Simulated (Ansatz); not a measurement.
Diatomic TiF, multiplicity 4 (the spin of the measured ground state). No spin–orbit coupling. Ti is treated without relativity.

D_e counts from the fitted minimum to each atom's lowest state at the same level, without counterpoise. The lowest state of Ti differs between levels (2S+1 = 3, 5).

Programs: Ansatz (a quantum-chemistry and plane-wave program). Values without a source in brackets are computed.

Task: Estimate the bond energy D_e that PBE/def2-TZVPP returns for this input.

Result: 6.50 eV

Task: What is the computed bond energy D_e (PBE0/def2-TZVPP)?

Result: 6.11 eV

Task: Give the bond energy D_e at the level wB97M-V/def2-TZVPP.

Result: 5.87 eV
